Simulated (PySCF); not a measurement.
F3OV, charge -1, multiplicity 2. Atoms are numbered in the order given.

```xyz
5

V      0.1293     0.0154     0.0000
O      1.4448     0.9520     0.0000
F     -0.1465    -1.0202     1.4948
F     -0.1465    -1.0202    -1.4948
F     -1.3219     1.1548     0.0000
```
Charge -1, spin multiplicity 2.

The structure is a stationary point at PBE-D3(BJ)/def2-SVPD. The multiplicity is an assumed one; other spin states were not compared. The isomer is the one that the SMILES or the coordinates give; other isomers of the formula were not compared.

These are PBE-D3(BJ)/def2-SVPD run with PySCF 2.14.0 values and carry that method's errors.

Frequencies are harmonic and unscaled.

**Question.** Estimate the vibrational spectrum. (An estimate is asked for; the answer gives what the named calculation found.)

**Answer.** 
```json
[
 {"mode": "1", "ν (cm⁻¹)": "60", "IR (km/mol)": "55.9", "moving atoms (share of kinetic energy)": "F 48 %, V 27 %, O 25 %"},
 {"mode": "2", "ν (cm⁻¹)": "134", "IR (km/mol)": "2.0", "moving atoms (share of kinetic energy)": "F 69 %, O 31 %"},
 {"mode": "3", "ν (cm⁻¹)": "160", "IR (km/mol)": "4.0", "moving atoms (share of kinetic energy)": "F 91 %"},
 {"mode": "4", "ν (cm⁻¹)": "215", "IR (km/mol)": "6.5", "moving atoms (share of kinetic energy)": "F 68 %, V 23 %, O 9 %"},
 {"mode": "5", "ν (cm⁻¹)": "265", "IR (km/mol)": "8.8", "moving atoms (share of kinetic energy)": "O 51 %, F 35 %, V 14 %"},
 {"mode": "6", "ν (cm⁻¹)": "571", "IR (km/mol)": "237.6", "moving atoms (share of kinetic energy)": "F 69 %, V 31 %"},
 {"mode": "7", "ν (cm⁻¹)": "574", "IR (km/mol)": "85.0", "moving atoms (share of kinetic energy)": "F 85 %, V 12 %"},
 {"mode": "8", "ν (cm⁻¹)": "605", "IR (km/mol)": "173.8", "moving atoms (share of kinetic energy)": "F 62 %, V 37 %"},
 {"mode": "9", "ν (cm⁻¹)": "988", "IR (km/mol)": "263.0", "moving atoms (share of kinetic energy)": "O 75 %, V 25 %"}
]
```
